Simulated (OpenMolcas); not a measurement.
# V4+: moving or changing the point charges

V4+ among 3 point charges of -2 e arranged as a planar triangle (D3h), 1.78 Å from the ion.

- Program: OpenMolcas
- Method: CASSCF
- Basis: ANO-RCC-VDZP [5s4p2d1f]
- Scalar Hamiltonian: DKH2, point nucleus
- Active space: 1 electron in 5 orbitals (3d)
- State averaging: 2S+1 = 2 even, 5 roots
- Spin-orbit coupling: RASSI with atomic mean-field integrals over the reference wave functions

Runs around this geometry, states (labels of D3, the rotations of D3h). Energies in cm-1 above the lowest state or level, χT in cm3 K/mol.

| R (Å) | q (e) | Ground state | First state of that spin | First gap with spin-orbit (degeneracies) | χT at 300 K |
| --- | --- | --- | --- | --- | --- |
| 1.78 | -1 | 2A1 | 2E 646.3 | 781.4 (2, 2) | 0.369 |
| 1.66 | -2 | 2A1 | 2E 2004 | 1971 (2, 2) | 0.366 |
| 1.78 | -2 | 2A1 | 2E 1747 | 1726 (2, 2) | 0.365 |
| 1.97 | -2 | 2A1 | 2E 1428 | 1431 (2, 2) | 0.364 |

Taking the first state of the same spin as R^-n, n = -ln(1428 / 2004) / ln(1.97 / 1.66) = 2.0 between the shortest and longest distance.

Scaling the charges by -1 / -2 = 0.50 scales the first state of the same spin by 646.3 / 1747 = 0.37; with fixed orbitals a first-order splitting would follow the charge.

This is an electrostatic model: the charges have no orbitals. No measured value stands beside these numbers.
